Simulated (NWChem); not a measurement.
Species: AlHBr₂; SMILES [AlH]([Br])[Br]

Program: NWChem. Pople sets run with spherical d functions. All runs use the structure optimised with PBE0/def2-SVP. Level B3LYP/6-31G*: energy and gradient on several grids; changes count from the extra-fine grid, which is no exact limit either.

| grid | size of the energy change (μHa) | largest change of a gradient component (μHa/bohr) |
|---|---|---|
| xcoarse | 70 | 2000 |
| coarse | 10 | 200 |
| medium | < 10 | 50 |
| fine | < 10 | < 30 |
| xfine | < 10 | < 30 |
